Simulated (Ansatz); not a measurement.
Isomers of Ga3N3H12 (singlet), relaxed with PBE0-D4/def2-SVP; total energies from Ansatz at RPA@PBE/def2-TZVP.

| isomer | description | energy (Eh) |
| --- | --- | --- |
| A | point group C3v; 6 × Ga–N 2.01 Å; 6 × Ga–H 1.57 to 1.58 Å; 6 × H–N 1.02 Å | -5942.32146 |
| B | point group not assigned; 6 × Ga–N 2.00 to 2.01 Å; 6 × Ga–H 1.57 to 1.58 Å; 6 × H–N 1.02 Å | -5942.32664 |

Correlated methods freeze 30 core orbitals; core or outer-core shells of Ga are correlated, in sets that lack core-valence functions.

Question: Work out the relative energies (1 Eh = 2625.5 kJ/mol) and the Boltzmann populations at 298 K from electronic energies alone (R = 8.314 J/mol/K).

Answer: ΔE: A 13.6, B 0.0 kJ/mol. RT = 2.48 kJ/mol. Factors exp(−ΔE/RT): A 0.00415, B 1; sum 1.004. Populations: A 0.4 %, B 99.6 %. Zero-point energy, vibrational entropy and symmetry numbers are left out and can shift these; an error of 4 kJ/mol changes a ratio by a factor of 5.0. Over the other density-functional and correlated levels in def2 sets, the gap between B and A ranges from 12 to 15 kJ/mol.
